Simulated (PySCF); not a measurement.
Assigning NMR signals

Mapped SMILES: `[CH3:1][C@H:2]([SiH3:3])[O:4][C:5]([F:6])([F:7])[F:8]`. Each H is labelled by its parent atom.

[PySCF 2.14.0 with density-fitted response routines: structure optimised with GFN2-xTB; shielding tensors at PBE0/pcSseg-1 (GIAO); fast rotation and ring inversion assumed for equivalent nuclei; non-relativistic; one conformer; no solvent model]

Shifts are taken against calculated references (same method and geometry level): ¹³C (σref 186.93) and ¹H (σref 31.72) against TMS.

(1) Assign these signals to the numbered atoms. ¹³C{¹H} NMR (computed): δ 131.8, 70.2, 21.5.

(2) Assign these signals to the numbered atoms. ¹H NMR (400 MHz, computed): δ 4.46 (m, 1H), 3.97 (d, 3H), 1.68 (d, 3H).

## Answers

(1) 
| δ (ppm) | atoms | environment | reason |
| --- | --- | --- | --- |
| 131.8 | C5 | CF3 carbon | 4 electronegative neighbours deshield it |
| 70.2 | C2 | sp3 CH bonded to O and Si | pulled downfield by the heteroatom |
| 21.5 | C1 | methyl carbon | saturated and bonded to C and H only |

(2) 
| δ (ppm) | atoms | environment | reason |
| --- | --- | --- | --- |
| 4.46 | H(C2) | hydrogen on an sp3 CH bonded to O and Si | its carbon carries O, which withdraws density |
| 3.97 | H(Si3) | hydrogen on a silicon bonded to C | – |
| 1.68 | H(C1) | hydrogen on a methyl carbon | – |

Splittings by ¹⁹F in the carbon and heteronuclear signals aren't shown, as no couplings were computed. Shifts are as computed. Against solution values, carbons near 30 ppm lie about +3 ppm off and those near 130 ppm about +5 ppm. Of 1309 compounds with measured shifts, 239 miss one by over three times the rms of a fit or turn the order of signals round; such compounds aren't used in these exercises. Multiplicities follow the n + 1 count of equivalent neighbours, as no J values were calculated; m marks all less simple cases, F and P coupling included.
